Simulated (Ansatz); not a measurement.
Basis-set extrapolation for CH₄BFOSi (`O=CB[SiH2]F`) (PBE0-D4/def2-TZVP geometry, frozen core, the Gaussian-basis code of Ansatz). Multiplicity 1, RHF reference.

```json
{"": "HF", "def2-TZVPP": "-528.233927", "def2-QZVPP": "-528.254180"}
{"": "MP2 correlation", "def2-TZVPP": "-0.855861", "def2-QZVPP": "-0.924465"}
{"": "CCSD(T) correlation", "def2-TZVPP": "-0.922526", "def2-QZVPP": "not run"}
```

Energies in hartree. Use E(X) = E(∞) + A·exp(−7.88·√X) for Hartree–Fock and E(X) = E(∞) + B·X^(−2.97) for correlation, with X = 3 and 4, and add CCSD(T) minus MP2 of the smaller set to the MP2 limit.

What is the CCSD(T) energy at the basis-set limit?

HF limit: -528.254180 + (-0.020253) × 0.13774 = -528.25697. MP2 limit: -0.924465 + (-0.068604) × 0.74074 = -0.97528. Higher-order term: -0.922526 − (-0.855861) = -0.06666. Total: -529.29891 hartree, 3.88 eV below CCSD(T)/def2-TZVPP.
